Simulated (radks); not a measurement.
Task: All-electron atom: neutral zirconium in [Kr] 4d2 5s2. Calculated with a radial shooting solver on a logarithmic mesh with Libxc functionals: scalar-relativistic Kohn-Sham, exchange-only PBE, spin-unpolarised, spherical densities, point nucleus. Some entries of the table are withheld. Estimate them.

orbital,occ.,eigenvalue (hartree),<1/r> (bohr^-1),<r> (bohr)
1s,2,-655.0715,(1),0.03707
2s,2,-90.73320,9.250,0.1626
2p,6,-80.91126,(2),0.1417
3s,2,-14.82952,3.139,0.4586
3p,6,-11.63080,2.980,0.4623
3d,10,(3),2.739,0.4527
4s,2,-1.96841,1.117,1.213
4p,6,-1.15866,0.9763,1.370
5s,2,-0.13967,0.3365,3.820
4d,2,-0.10308,0.5885,2.349

Result: 
(1) 1s <1/r> (bohr^-1): 41.26
(2) 2p <1/r> (bohr^-1): 9.013
(3) 3d eigenvalue (hartree): -6.38044
